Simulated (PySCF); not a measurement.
Lu⁺: ionisation energy

Lu⁺ [Xe] 4f14 6s2 (1S) → Lu²⁺ [Xe] 4f14 6s1 (2S), as a difference of total energies. All numbers are calculated (PySCF 2.14, the spin-free X2C one-electron Hamiltonian (Gaussian nucleus), in cc-pVDZ-X2C (8s7p5d3f1g, 84 functions)). Correlated levels: valence: [Kr] 4d10 frozen. The calculations carry no spin-orbit coupling.

```
           method  ionisation energy (eV)
              UHF                  12.632
    MP2 (valence)                  13.867
SCS-MP2 (valence)                  13.845
   CCSD (valence)                  13.746
CCSD(T) (valence)                  13.848
```

**Question.** How much does correlation contribute at CCSD(T) (valence)?

**Answer.** 13.848 − (12.632) = 1.216 eV, measured against UHF.

Errors of the correlated levels include the incompleteness of this basis and the frozen core.

For comparison: 14.13 ± 0.05 eV (semi-empirical (NIST evaluation); NIST Atomic Spectra Database, ionization energies).
